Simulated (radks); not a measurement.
The table gives one normalised radial function P(r) = r R(r) of Yb+ in [Xe] 4f14 6s1 (r in bohr). All-electron calculation, scalar-relativistic Kohn-Sham, PBE, spin-polarised, spherical densities, point nucleus; open shells are filled with parallel spins first (spin-orbit coupling, left out, can overturn this in heavy ions); hard spherical wall at 3.5 bohr. Program: a radial shooting solver on a logarithmic mesh with Libxc functionals.

r          P
0.0009385   0.0011
0.001222    0.0018
0.001604    0.0028
0.002105    0.0044
0.002764    0.0070
0.003599    0.0108
0.004723    0.0169
0.0062      0.0263
0.008073    0.0398
0.0106      0.0599
0.01391     0.0878
0.01826     0.1238
0.02377     0.1641
0.0312      0.2028
0.04096     0.2222
0.05333     0.1988
0.07        0.1073
0.09188    -0.0537
0.1206     -0.2327
0.157      -0.3172
0.2061     -0.1998
0.2706      0.1175
0.3523      0.4175
0.4624      0.4316
0.607       0.0513
0.7967     -0.5009
1.037      -0.8820
1.362      -0.9379
1.787      -0.7102
2.327      -0.3980
3.055      -0.1204

Which n and l does it have? It may be an empty orbital.

Answer. n = 5, l = 1: the number of nodes gives n - l - 1 = 3, the rise at small r (about r^(l+1), flatter next to the nucleus through relativity) gives l, and the extent must fit the shell. The curve is that of 5p down; the table hardly tells the two spins apart. 5p down: eigenvalue -28.703 eV, 3 radial nodes at r = 0.0847, 0.247, 0.623 bohr, <r> = 1.43 bohr, 90 % of the charge inside 2.10 bohr.
